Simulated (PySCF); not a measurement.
# How methods differ on the excitation energy of Cr

Cr [Ar] 3d5 4s1 (7S) → Cr [Ar] 3d4 4s2 (5D), as a difference of total energies. Calculation: PySCF 2.14, in ANO-RCC-VTZP; the spin-free X2C one-electron Hamiltonian (Gaussian nucleus). Correlated levels: valence: [Ar] frozen. The calculations carry no spin-orbit coupling.

```csv
method,excitation energy (eV),error (eV)
UHF,0.882,-0.121
MP2 (valence),1.118,+0.115
SCS-MP2 (valence),0.182,-0.821
CCSD (valence),0.850,-0.153
CCSD(T) (valence),0.837,-0.166
```

Reference: 1.003 eV (measured; NIST levels, between the centres of gravity of the two terms).

Errors of the correlated levels include the incompleteness of this basis and the frozen core.
